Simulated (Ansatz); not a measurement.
Two isomers of C2H6N2OSi: A = `NC1=C(O)[SiH2]N1`, B = `O=C[SiH]1NCN1`.

Program: Ansatz. Geometries: PBE0-D4/def2-TZVP. ΔE: electronic, gas phase. CCSD(T)/CBS is the MP2 limit (def2-TZVPP, def2-QZVPP) plus CCSD(T) − MP2 in def2-TZVPP, frozen cores. Functionals use def2-TZVPP. B3LYP here is the variant with VWN-RPA as its local correlation; programs differ in this. One conformer a species, not always the lowest.

Question: Which is lower in electronic energy at CCSD(T)/CBS, and by how much? (Best estimate.)

Answer: The calculation gave: B, by 49.9 kJ/mol.

Question: Give E(B) − E(A) in kJ/mol with HF/def2-TZVPP, CCSD(T)/def2-TZVPP, PBE0-D4, r2SCAN-D4, B2PLYP, B3LYP-D4, B3LYP. (An estimate is asked.)

Answer: Ansatz gave: HF/def2-TZVPP -69.2, CCSD(T)/def2-TZVPP -52.7, PBE0-D4 -32.6, r2SCAN-D4 -35.4, B2PLYP -51.2, B3LYP-D4 -48.2, B3LYP -48.5. None reverses the order clearly.

Largest T1 diagnostic: 0.013.

In def2-TZVPP, CCSD(T) changes the Hartree–Fock value by +16.5 kJ/mol (the triples alone add +4.1 kJ/mol) and MP2 by +22.0 kJ/mol.
